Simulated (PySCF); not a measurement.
## C₆ coefficients of unlike pairs at UHF

Calculated with PySCF 2.14 from the dipole response of each species, C₆(A,B) = (3/π) ∫ α_A(iu) α_B(iu) du, in atomic units, from isotropic polarisabilities. For ions this is the dispersion term alone; charge-induced terms of lower order in 1/R come first.

| species | configuration | basis | relativity | α (bohr³) | C₆ (like pair) |
| --- | --- | --- | --- | --- | --- |
| P | [Ne] 3s2 3p3 (4S) | dyall-av2z (13s9p2d) | none | 24.78 | 187.0 |
| Zn⁺ | [Ar] 3d10 4s1 (2S) | def2-QZVPPD (11s6p5d4f2g) | none | 25.49 | 111.7 |
| Si³⁺ | [Ne] 3s1 (2S) | def2-TZVPPD (6s5p4d1f) | none | 8.034 | 16.07 |
| Te⁺ | [Kr] 4d10 5s2 5p3 (4S) | x2c-QZVPPall with one added diffuse shell each of s, p, d, f type (14s10p8d5f1g) | spin-free X2C | 22.34 | 191.3 |

Task: Estimate C₆ for Te⁺ with Si³⁺.

Result: The integral gives 54.17. The combination rule 2 C_A C_B / (C_A α_B/α_A + C_B α_A/α_B) gives 54.18 and the geometric mean 55.44.

No spin-orbit coupling is included.

The other pairs:

| pair | C₆ |
| --- | --- |
| Te⁺, Zn⁺ | 138.7 |
| Te⁺, P | 187.1 |
| Zn⁺, P | 140.2 |
| Si³⁺, Zn⁺ | 41.86 |
| Si³⁺, P | 54.46 |
